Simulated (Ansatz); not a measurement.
System: sum formula AlN$_{2}$H$_{4}$Cl, charge 0, multiplicity 1. SMILES: [NH2][Al]([Cl])[NH2]
Coordinates optimised at B3LYP-D3(BJ)/def2-TZVP (Ansatz, a program for electronic structure):
```xyz
8

N      1.5438    -1.2244     0.2724
Al    -0.0016    -0.3959     0.1083
N     -1.5537    -1.1808     0.3852
Cl     0.0067     1.6358    -0.4473
H      1.6689    -2.1895     0.5311
H      2.4347    -0.7815     0.1155
H     -2.4409    -0.7129     0.2931
H     -1.6867    -2.1423     0.6533
```
Charge 0, spin multiplicity 1.

Wanted: vertical ionisation energy (to the doublet state of charge +1; each state is the SCF solution reached for its spin; the UHF <S^2> is 0.91 for the doublet (pure: 0.75); for the doublet the Hartree-Fock reference is unstable and T1 is 0.026), in eV. Cores are frozen in the correlated levels unless marked. Open shells are spin-unrestricted. No spin-orbit coupling. No relativistic terms.  The program attaches cautions to a run behind CCSD/aug-cc-pV(T+d)Z: other roots. The program attaches cautions to a run behind CCSD(T)/aug-cc-pV(D+d)Z: other roots. The program attaches cautions to a run behind CCSD(T)/aug-cc-pV(T+d)Z: other roots.

```json
[
 {"level": "RI-HF/aug-cc-pV(T+d)Z", "program": "Ansatz", "vertical ionisation energy (eV)": "8.59"},
 {"level": "SVWN5/def2-TZVPD", "program": "Ansatz", "vertical ionisation energy (eV)": "9.34"},
 {"level": "PBE/def2-TZVPD", "program": "Ansatz", "vertical ionisation energy (eV)": "9.09"},
 {"level": "r2SCAN/def2-TZVPD", "program": "Ansatz", "vertical ionisation energy (eV)": "9.17"},
 {"level": "B3LYP/def2-TZVPD", "program": "Ansatz", "vertical ionisation energy (eV)": "9.39"},
 {"level": "BHLYP/def2-TZVPD", "program": "Ansatz", "vertical ionisation energy (eV)": "9.56"},
 {"level": "CAM-B3LYP/def2-TZVPD", "program": "Ansatz", "vertical ionisation energy (eV)": "9.70"},
 {"level": "wB97M-V/def2-TZVPD", "program": "Ansatz", "vertical ionisation energy (eV)": "9.78"},
 {"level": "B2PLYP/def2-TZVPD", "program": "Ansatz", "vertical ionisation energy (eV)": "9.57"},
 {"level": "RI-MP2/aug-cc-pV(T+d)Z", "program": "Ansatz", "vertical ionisation energy (eV)": "10.21"},
 {"level": "RI-MP2/aug-cc-pV(Q+d)Z", "program": "Ansatz", "vertical ionisation energy (eV)": "10.27"},
 {"level": "CCSD/aug-cc-pV(T+d)Z", "program": "Ansatz", "vertical ionisation energy (eV)": "9.87"},
 {"level": "CCSD(T)/aug-cc-pV(D+d)Z", "program": "Ansatz", "vertical ionisation energy (eV)": "9.69"},
 {"level": "CCSD(T)/aug-cc-pV(T+d)Z", "program": "Ansatz", "vertical ionisation energy (eV)": "9.85"}
]
```
